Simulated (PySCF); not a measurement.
Compound: C₈H₆F₄O.
Bonds: C1–C2, C2–C3 (aromatic), C3–C4 (aromatic), C4–C5 (aromatic), C5–F6, C5–C7 (aromatic), C7–C8 (aromatic), C8–O9, O9–C10, C10–F11, C10–F12, C10–F13, C2–C8 (aromatic). Hydrogens: H14, H15, H16 on C1; H17 on C3; H18 on C4; H19 on C7.

The calculation used PBE0-D3(BJ)/def2-SVP geometry optimisation, gas phase (PySCF).

Q: What internal coordinates does the optimisation give?

A: 
| bond | length (Å) | order |
| --- | --- | --- |
| C1–C2 | 1.498 | single |
| C2–C3 | 1.396 | aromatic |
| C3–C4 | 1.394 | aromatic |
| C4–C5 | 1.386 | aromatic |
| C5–F6 | 1.331 | single |
| C5–C7 | 1.390 | aromatic |
| C7–C8 | 1.392 | aromatic |
| C8–O9 | 1.380 | single |
| O9–C10 | 1.345 | single |
| C10–F11, C10–F13 | 1.332 | single |
| C10–F12 | 1.318 | single |
| C2–C8 | 1.403 | aromatic |
| C1–H14, C1–H15, C1–H16 | 1.100 | single |
| C3–H17 | 1.093 | single |
| C4–H18 | 1.091 | single |
| C7–H19 | 1.088 | single |

Bonds in one row agree within 0.01 Å and their mean is given. Orders are formal, as drawn. A selection of angles:
| angle | degrees |
| --- | --- |
| C2–C1–H14 | 111.2 |
| H14–C1–H15 | 106.6 |
| C1–C2–C3 | 122.4 |
| C1–C2–C8 | 120.4 |
| C3–C2–C8 | 117.2 |
| C2–C3–C4 | 122.2 |
| C2–C3–H17 | 118.6 |
| C4–C3–H17 | 119.2 |
| C3–C4–C5 | 118.3 |
| C3–C4–H18 | 121.9 |
| C5–C4–H18 | 119.8 |
| C4–C5–F6 | 119.7 |
| C4–C5–C7 | 122.0 |
| F6–C5–C7 | 118.3 |
| C5–C7–C8 | 118.0 |
| C5–C7–H19 | 119.0 |
| C8–C7–H19 | 122.9 |
| C7–C8–O9 | 123.6 |
| C2–C8–C7 | 122.2 |
| C2–C8–O9 | 114.2 |
| C8–O9–C10 | 122.6 |
| O9–C10–F11 | 112.2 |
| O9–C10–F12 | 107.5 |
| F11–C10–F12 | 108.8 |
| F11–C10–F13 | 107.5 |

Dihedral angles: C7–C8–O9–C10 -11° (synperiplanar); C8–O9–C10–F11 -57° (synclinal). The mirror-image conformer, all signs reversed, is as good.

Of the pairs four or more bonds apart, F13···H19 is among the closest relative to their van der Waals radii: 2.39 Å, 90 % of the sum of Bondi's values. The 7 C–C bonds span 1.386 Å (C4–C5, aromatic) to 1.498 Å (C1–C2, drawn single), a spread of 0.112 Å. The 2 C–O bonds span 1.345 Å (O9–C10, drawn single) to 1.380 Å (C8–O9, drawn single), a spread of 0.035 Å. The 6-membered ring C2–C3–C4–C5–C7–C8 has internal angles of 117.2° to 122.2°; it is planar, 0.00 Å rms from its mean plane, widest ring torsion 0°. O9 (aryl ether oxygen) is bent (angle 122.6°).

Point group: C1 (no symmetry element, even within 0.4 Å). No PBE0-D3(BJ)/def2-SVP frequencies stand behind this structure, so it isn't proved a minimum. The numbers are those of one conformer.
